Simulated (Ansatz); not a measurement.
Consider the atomization: `C=CN[SiH2]Cl` → 2 C• + Cl• + 6 H• + N• + Si•.

Computed with Ansatz on PBE0-D4/def2-TZVP structures; ΔE is electronic, products minus reactants. CCSD(T)/CBS adds triple-zeta CCSD(T) − MP2 to the extrapolated MP2 energy (def2 sets, frozen cores). This one scheme is used for every species, atoms too. DFT in def2-TZVPP. Open shells (•) are unrestricted, without spin–orbit coupling. Spin–orbit coupling would lower the free atoms: a little for C, Cl, Si. One conformer a species, not always the lowest.

CCSD(T)/CBS gives +42.41 eV.

**Question.** Another level gave +42.34 eV. Which?
A. B97M-V/def2-TZVPP
B. r2SCAN/def2-TZVPP
C. CCSD(T)/def2-TZVPP
D. PBE0/def2-TZVPP

**Answer.** D. PBE0 42.34, r2SCAN 42.42, B97M-V 42.59, CCSD(T)/def2-TZVPP 41.20 eV.

**Question.** What do rigid-rotor, harmonic-oscillator terms from PBE0-D4/def2-TZVP frequencies (298.15 K, 1 bar) make of the CCSD(T)/CBS value? (An estimate is asked.)

**Answer.** Ansatz gave: ΔZPE = -2.14 eV, ΔH = +40.76 eV, ΔS = 1147 J/(mol·K), ΔG = +37.22 eV. Open shells count their whole term as degenerate.

Largest T1 diagnostic among the species: 0.012.

From PBE to PBE0 (25 % exact exchange), in def2-TZVPP and without D4, ΔE moves by −0.65 eV: exact exchange takes away binding that semilocal exchange gives to molecules. Leaving LDA and LC-ωPBE aside and taking each functional with its dispersion term where it has one, the values, not all of them listed here, spread over 1.87 eV, from BHLYP-D4 to PBE-D4. LDA lies +5.35 eV from PBE without D4, its usual overbinding.

For atomizations the MP2-based limit and the directly extrapolated one differ by several kJ/mol either way, and by 10 to 25 for some Ge, Se and Sn compounds, so smaller differences from it don't rank the levels.
